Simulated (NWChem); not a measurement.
System: C4H9O, doublet; SMILES C[CH]CCO

NWChem input:

```
start job
memory heap 200 mb stack 900 mb global 1100 mb
geometry units angstroms noautoz
  C      0.521725    -2.259321    -0.153442
  C     -0.552862    -1.319978     0.274246
  C     -0.660981     0.064755    -0.268993
  C      0.320748     1.079448     0.372719
  O      0.143639     2.397750    -0.105350
  H      0.786826    -2.120955    -1.224403
  H      1.473503    -2.117260     0.419650
  H      0.234691    -3.321187    -0.003309
  H     -1.147249    -1.576530     1.168025
  H     -0.459905     0.058202    -1.367907
  H     -1.684646     0.474089    -0.130763
  H      1.368926     0.714038     0.232105
  H      0.142572     1.117428     1.467869
  H      0.313944     2.379468    -1.065115
end
basis spherical
  * library def2-svp
end
dft
  odft
  mult 2
  xc xctpssh
  iterations 150
  mulliken
end
task dft energy
```

Output (shortened):

```
             Northwest Computational Chemistry Package (NWChem) 7.3.0
             --------------------------------------------------------

 C1  symmetry detected

                             Geometry "geometry" -> ""
                             -------------------------

 Output coordinates in angstroms (scale by  1.889725989 to convert to a.u.)

  No.       Tag          Charge          X              Y              Z
 ---- ---------------- ---------- -------------- -------------- --------------
    1 C                    6.0000     0.53719019    -2.26017709    -0.15589710
    2 C                    6.0000    -0.54635104    -1.32830178     0.26548912
    3 C                    6.0000    -0.65777650     0.05746827    -0.27442712
    4 C                    6.0000     0.31264088     1.07574703     0.37870877
    5 O                    8.0000     0.13205570     2.39449253    -0.09682991
    6 H                    1.0000     0.81058313    -2.11698682    -1.22413584
    7 H                    1.0000     1.48323652    -2.11447015     0.42570667
    8 H                    1.0000     0.25497458    -3.32412134    -0.01145044
    9 H                    1.0000    -1.14683096    -1.59100330     1.15338974
   10 H                    1.0000    -0.44733813     0.05546431    -1.37160448
   11 H                    1.0000    -1.68490533     0.46053229    -0.14366916
   12 H                    1.0000     1.36405023     0.71675316     0.24590947
   13 H                    1.0000     0.12495338     1.10931948     1.47241302
   14 H                    1.0000     0.31060974     2.38015356    -1.05516166

 Effective nuclear repulsion energy (a.u.)     176.1086966581

                                 NWChem DFT Module
                                 -----------------

 Summary of "ao basis" -> "ao basis" (spherical)
 ------------------------------------------------------------------------------
       Tag                 Description            Shells   Functions and Types
 ---------------- ------------------------------  ------  ---------------------
 C                          def2-svp                 6       14   3s2p1d
 O                          def2-svp                 6       14   3s2p1d
 H                          def2-svp                 3        5   2s1p

            General Information
            -------------------
          SCF calculation type: DFT
          Wavefunction type:  spin polarized.
          No. of atoms     :    14
          No. of electrons :    41
           Alpha electrons :    21
            Beta electrons :    20
          Charge           :     0
          Spin multiplicity:     2
          Use of symmetry is: off; symmetry adaption is: off
          Maximum number of iterations: 150
          AO basis - number of functions:   115
                     number of shells:    57
          Convergence on energy requested:  1.00D-06
          Convergence on density requested:  1.00D-05
          Convergence on gradient requested:  5.00D-04

              XC Information
              --------------
                  TPSS hybrid Method XC Functional
                     Hartree-Fock (Exact) Exchange  0.100
                  TPSS metaGGA Exchange Functional  0.900
             TPSS03 metaGGA Correlation Functional  1.000

             Grid Information
             ----------------
          Grid used for XC integration:  medium
          Radial quadrature: Mura-Knowles
          Angular quadrature: Lebedev.
          Tag              B.-S. Rad. Rad. Pts. Rad. Cut. Ang. Pts.
          ---              ---------- --------- --------- ---------
          C                   0.70       49          12.0       434
          O                   0.60       49          13.0       434
          H                   0.35       45          13.0       434
          Grid pruning is: on
          Number of quadrature shells:   650
          Spatial weights used:  Erf1

      Superposition of Atomic Density Guess
      -------------------------------------

 Sum of atomic energies:        -229.68390706

      Non-variational initial energy
      ------------------------------

 Total energy =    -232.651576
 1-e energy   =    -658.058332
 2-e energy   =     249.298059
 HOMO         =      -0.127450
 LUMO         =       0.097494

     ---------------------------------------------
      Total Density - Mulliken Population Analysis
     ---------------------------------------------

    Atom       Charge   Shell Charges
 -----------   ------   -------------------------------------------------------
    1 C    6     6.23   1.99  0.96  0.18  2.03  1.04  0.03
    2 C    6     6.24   1.99  0.98  0.31  1.86  1.07  0.03
    3 C    6     6.21   1.99  0.97  0.19  2.00  1.02  0.03
    4 C    6     5.76   1.99  0.94  0.19  1.77  0.81  0.06
    5 O    8     8.62   1.99  1.10  0.65  3.00  1.86  0.01
    6 H    1     0.90   0.66  0.21  0.02
    7 H    1     0.88   0.65  0.20  0.02
    8 H    1     0.89   0.66  0.20  0.02
    9 H    1     0.90   0.67  0.21  0.02
   10 H    1     0.90   0.67  0.21  0.02
   11 H    1     0.90   0.67  0.21  0.02
   12 H    1     0.94   0.69  0.23  0.02
   13 H    1     0.95   0.70  0.23  0.02
   14 H    1     0.67   0.53  0.08  0.06

     --------------------------------------------
      Spin Density - Mulliken Population Analysis
     --------------------------------------------

[...]
```

Level: TPSSh/def2-SVP, spin-unrestricted. Geometry: optimised at PBE-D3(BJ)/def2-SVP, spin-unrestricted. No stability test was run on the SCF state.
